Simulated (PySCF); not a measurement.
A structure optimised at PBE-D3(BJ)/def2-SVP, used in a PySCF frequency run:

```xyz
8

C      2.6977     0.6941     0.0000
C      1.4978     0.4405     0.0000
C      0.1228     0.1207     0.0000
Br    -0.3095    -1.7489     0.0000
C     -0.9110     1.0039     0.0000
Cl    -0.6708     2.7091     0.0000
H      3.7538     0.9259     0.0000
H     -1.9601     0.6760     0.0000
```

Problem. Write its SMILES, formula and point group.

Solution. C#C/C(Br)=C\Cl, C4H2BrCl, Cs

Problem. What are its rotational constants (standard atomic weights)?

Solution. 3.0447, 0.96273, 0.73144 GHz
